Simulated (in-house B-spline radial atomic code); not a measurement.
## PBEsol excitations of Ga⁺

Method: PBEsol. Computed with a B-spline radial code for spherical atoms: linear response of the closed shell [Ar] 3d10 4s2 with the functional's adiabatic kernel; non-relativistic, point nucleus, no spin-orbit coupling, no double excitations, S, P, D and F terms only; shells from n = 2 respond. Only terms of natural parity with L up to 3 were computed.

Without relativity these are model numbers for so heavy an element.

Command:
```bash
python run_td.py task.json out
```
Settings (radii: box in bohr, nucleus in fm):
```
Z                        31
electrons                30
configuration            [Ar] 3d10 4s2
hamiltonian              nr
method                   pbesol
box_radius               41.61
intervals                57
```

Time taken, with all properties: 1.5 s on 1 thread of Arm Neoverse N1 (shared host).

The lowest states, in the order of their Tamm-Dancoff energies; the method's threshold (minus the highest occupied level) is 16.068 eV. Labels give the largest channel, * marks a mixed state, and oscillator strengths are full-response dipole values. Measured ¹D terms are left out, since they can mix with doubly excited terms. Semilocal kernels can invert the small singlet-triplet splittings of Rydberg terms. Energies in eV:

```tsv
state	full response	Tamm-Dancoff	oscillator strength	measured (J-weighted term)
4s → 4p 3P	5.698	5.845	-	5.987
4s → 4p 1P	8.568	8.945	1.6	8.766
4s → 5s 3S	?	?	-	?
4s → 5s 1S	12.445	12.464	-	13.224
4s → 4d 3D	13.160	13.178	-	14.116
4s → 4d 1D	13.404	13.410	-	-
4s → 5p 3P	?	?	-	?
4s → 5p 1P	13.716	13.757	0.00782	-
4s → 6s 3S	14.520	14.521	-	-
4s → 6s 1S	14.596	14.600	-	-
```

(1) Where does 4s → 5s 3S lie?

(2) Where does 4s → 5p 3P lie?

(3) How large is the singlet-triplet splitting of 4s → 4p (P terms) in Tamm-Dancoff?

(4) What polarisabilities and dispersion coefficient does the method give?

Results:

(1) At 12.031 eV in full response, 12.036 eV in Tamm-Dancoff; measured 12.764 eV.

(2) At 13.473 eV in full response, 13.481 eV in Tamm-Dancoff; measured 14.708 eV.

(3) 3.1 eV, from the unrounded values.

(4) Dipole 18.43 bohr³, quadrupole 83.61 bohr⁵, C6 94.64 hartree·bohr⁶ for two such species.
